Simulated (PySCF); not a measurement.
H3O3Si, SMILES O[Si](O)O (connectivity only; charge and spin as stated), charge +1, multiplicity 1. Atoms are numbered in the order given.

```xyz
7

O     -1.4729    -0.5323     0.0000
Si     0.0101     0.0073     0.0000
O      1.1985    -1.0380     0.0000
O      0.0981     1.5827     0.0000
H     -1.7500    -1.4622     0.0000
H      2.1612    -0.9227     0.0000
H      0.8577     2.1833     0.0000
```
Charge +1, spin multiplicity 1.

Geometry: r2SCAN-D4/def2-SVP. The spin state was assumed, not searched. The isomer is the one that the SMILES or the coordinates give; other isomers of the formula were not compared. Other conformers were not sampled.

These are PBE0/pcSseg-1 run with PySCF values and carry that method's errors.

GIAO shieldings, no solvent; atoms listed in one row are averaged. δ = σ(ref) − σ: ¹⁷O against H2O (σ = 334.2 ppm); ²⁹Si against TMS (σ = 352.7 ppm); ¹H against TMS (σ = 31.56 ppm), references at their B3LYP-D3(BJ)/def2-TZVP geometries, non-relativistic.

```json
[
 {"nucleus": "¹⁷O", "atoms": "O3", "count": "1", "δ (ppm)": "68.7"},
 {"nucleus": "¹⁷O", "atoms": "O4", "count": "1", "δ (ppm)": "58.4"},
 {"nucleus": "¹⁷O", "atoms": "O1", "count": "1", "δ (ppm)": "47.6"},
 {"nucleus": "²⁹Si", "atoms": "Si2", "count": "1", "δ (ppm)": "-48.8"},
 {"nucleus": "¹H", "atoms": "H6", "count": "1", "δ (ppm)": "5.99"},
 {"nucleus": "¹H", "atoms": "H7", "count": "1", "δ (ppm)": "5.87"},
 {"nucleus": "¹H", "atoms": "H5", "count": "1", "δ (ppm)": "5.72"}
]
```
